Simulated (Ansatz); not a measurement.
`Cl[SiH2][ZnH]` and `C[SiH2]Cl` differ in one atom or group.

Ansatz, PBE0-D4/def2-TZVP geometries, multiplicity 1. 

Scalar relativity is left out up to krypton.

```csv
property,`Cl[SiH2][ZnH]`
LUMO energy (PBE0/def2-TZVPP) / eV,-1.50
HOMO–LUMO gap (PBE0/def2-TZVPP) / eV,5.85
size of the dipole moment (B3LYP/def2-TZVPP) / D,1.64
HOMO energy (PBE0/def2-TZVPP) / eV,-7.36
size of the dipole moment (ωB97M-V/def2-TZVPP) / D,1.70
LUMO energy (B3LYP/def2-TZVPP) / eV,-1.73
```

Task: Give the same properties after the change, and the shifts. (Best estimate.)

Result: Computed: 
```csv
property,`C[SiH2]Cl`,shift
LUMO energy (PBE0/def2-TZVPP) / eV,0.46,1.96
HOMO–LUMO gap (PBE0/def2-TZVPP) / eV,9.21,3.36
size of the dipole moment (B3LYP/def2-TZVPP) / D,1.83,0.19
HOMO energy (PBE0/def2-TZVPP) / eV,-8.75,-1.39
size of the dipole moment (ωB97M-V/def2-TZVPP) / D,1.83,0.13
LUMO energy (B3LYP/def2-TZVPP) / eV,0.24,1.97
```

With PBE0 the HOMO falls by 1.39 eV and the LUMO rises by 1.96 eV, so the gap widens by about 3.35 eV. PBE moves the HOMO by -1.09 eV and ωB97M-V by -1.61 eV. The zero-point energy changes by 80.1 kJ/mol with +6 modes. Dipoles are sizes alone; their direction can turn.

B3LYP here is the variant with VWN-RPA as its local correlation; programs differ in this.
